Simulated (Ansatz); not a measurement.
NbSO3H3⁻, that is NbS(OH)3 with one electron more. Total charge -1; doublet. Geometry PBE0-D4/def2-SVP, that of the neutral singlet; atoms count from 1.

```xyz
8

Nb    0.0307    0.0157   -0.0354
S     1.3476    0.7093   -1.5895
O    -1.6231    0.9000   -0.1643
H    -1.9835    1.5670   -0.7558
O     0.7914    0.3696    1.6466
H     1.6101    0.7783    1.9418
O    -0.2427   -1.8353   -0.2138
H     0.0696   -2.5046   -0.8295
```

In the def2 sets Nb takes a core potential; there is no spin–orbit coupling. The highest occupied level of the charge -1 doublet lies above zero (up to 1.71 eV). Energy differences put its binding near zero (-0.03 eV; vertical, to the charge 0 singlet, at PBE0-D4/def2-TZVPD), which leaves it undecided.

Q: Estimate the Mulliken populations from the PBE0/def2-TZVPD orbitals of Ansatz.

A: 
| atom | charge (e) | spin (α − β) | d electrons |
| --- | --- | --- | --- |
| Nb1 | 1.93 | 0.77 | 2.83 |
| S2 | -1.01 | 0.16 | – |
| O3 | -0.86 | -0.03 | – |
| H4 | 0.22 | 0.07 | – |
| O5 | -0.88 | 0.01 | – |
| H6 | 0.26 | 0.00 | – |
| O7 | -0.86 | -0.03 | – |
| H8 | 0.22 | 0.06 | – |
Mulliken values and Mayer orders depend strongly on the basis. With diffuse functions, as here, like atoms can get unlike values, and bond orders can come out too low or too high.

Q: Where does the spin sit?

A: Summed by element: Nb 0.77, S 0.16, O -0.05, H 0.13, of 1 unpaired in all. Largest on single atoms: Nb1 0.77, S2 0.16, H4 0.07.

Q: And the Mayer bond orders between bonded heavy atoms (over 0.3)?

A: Nb1–S2 1.71 (2.15 Å); Nb1–O3 0.57 (1.88 Å); Nb1–O5 0.53 (1.88 Å); Nb1–O7 0.57 (1.88 Å).
